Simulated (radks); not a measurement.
Task: K5+, 14 electrons, occupied as [Ne] 3s2 3p2 (the NIST ground configuration). Method: Dirac Kohn-Sham, PBE, spin-unpolarised, spherical densities, point nucleus; open shells fill j = l - 1/2 first; computed with a radial shooting solver on a logarithmic mesh with Libxc functionals. Some entries of the table are withheld. Estimate them.

orbital,occ.,eigenvalue (Ry),r(max) (bohr),<1/r> (bohr^-1)
1s1/2,2,-265.4849,0.05301,18.72
2s1/2,2,-32.29533,0.3175,3.821
2p1/2,2,(1),0.2605,(2)
2p3/2,4,(3),0.2625,(4)
3s1/2,2,(5),1.021,(6)
3p1/2,2,-6.56268,1.053,(7)
3p3/2,0,-6.53370,1.057,(8)

Result: 
(1) 2p1/2 eigenvalue (Ry): -27.08971
(2) 2p1/2 <1/r> (bohr^-1): 3.743
(3) 2p3/2 eigenvalue (Ry): -26.87477
(4) 2p3/2 <1/r> (bohr^-1): 3.708
(5) 3s1/2 eigenvalue (Ry): -7.90209
(6) 3s1/2 <1/r> (bohr^-1): 1.231
(7) 3p1/2 <1/r> (bohr^-1): 1.144
(8) 3p3/2 <1/r> (bohr^-1): 1.138
